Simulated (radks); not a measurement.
Results of a calculation; reference values are marked as such.
Excited configurations of Ce: one electron is placed in a higher orbital outside [Xe] 4f1 5d2. The ground configuration is [Xe] 4f1 5d1 6s2. Level of theory: scalar-relativistic Kohn-Sham, LDA (Slater exchange, Perdew-Wang correlation), spin-polarised, spherical densities, finite nucleus; open shells are filled with parallel spins first (spin-orbit coupling, left out, can overturn this in heavy ions); Fermi nuclear charge, rms radius 4.8771 fm (a radial shooting solver on a logarithmic mesh with Libxc functionals). Excitation = E - E(ground); binding = E(ion) - E, where the ion is the core of charge +1; n* = 1/sqrt(2 binding) in atomic units, and the quantum defect is n - n*.

| outer orbital | excitation (eV) | binding (eV) | n* | quantum defect | eigenvalue (eV) |
|---|---|---|---|---|---|
| 5f | 5.111 | 0.951 | 3.782 | 1.218 | -0.458 |
| 6p | 2.556 | 3.506 | 1.970 | 4.030 | -1.880 |
| 6d | 4.531 | 1.531 | 2.981 | 3.019 | -0.779 |
| 6f | 5.402 | 0.660 | 4.540 | 1.460 | -0.384 |
| 7s | 3.944 | 2.118 | 2.535 | 4.465 | -1.307 |
| 7p | 4.481 | 1.581 | 2.933 | 4.067 | -0.954 |

The Delta-SCF ionisation energy is 6.062 eV (NIST Atomic Spectra Database: 5.539 eV, measured). Self-interaction in the functional shifts the binding energies and quantum defects, so they are the method's values and not measured ones. Open shells are spherical and high-spin; term and fine-structure splittings are not resolved. Spin-orbit splitting is averaged out at the scalar-relativistic level.
